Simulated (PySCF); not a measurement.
**Computed beside measured shifts: MePh2Si(SeBu) (C17H22SeSi)**

System: MePh2Si(SeBu) (C17H22SeSi), SMILES CCCC[Se][Si](C)(c1ccccc1)c1ccccc1.

Atom-mapped SMILES (hydrogens are numbered by the atom that bears them): [CH3:1][CH2:2][CH2:3][CH2:4][Se:5][Si:6]([CH3:7])([c:8]1[cH:9][cH:10][cH:11][cH:12][cH:13]1)[c:14]1[cH:15][cH:16][cH:17][cH:18][cH:19]1

Method: GIAO KT3/pcSseg-2, gas phase, PySCF SCF with an in-house response code, fitting set def2-universal-JFIT, grid level 2, non-relativistic, geometry: PBE0-D3(BJ)/def2-SVP.

One optimised conformer. Values are averaged over the atoms that symmetry or fast rotation interchanges, on this one geometry and without vibrational averaging. Shifts are the reference shielding less the shielding here, at the same level (13C, 1H, 29Si against isolated TMS; 77Se against isolated Me2Se); nuclei without a reference have shieldings only.

Spin-orbit coupling is left out, which matters for the heavier atoms here.

(1) What shifts does this level give for Si6, Se5, and how do they compare with measurement?

Results:

(1) 
| atom | nucleus | computed / ppm | measured / ppm | computed less measured | measured against | medium of the measurement |
| --- | --- | --- | --- | --- | --- | --- |
| Si6 | 29Si | 9.3 | 2.2 | 7.1 | TMS | solution |
| Se5 | 77Se | -178.5 | -134 | -44.5 | Me2Se | solution |

Measured values: U. Herzog, Habilitationsschrift, TU Bergakademie Freiberg, 2002/2003.
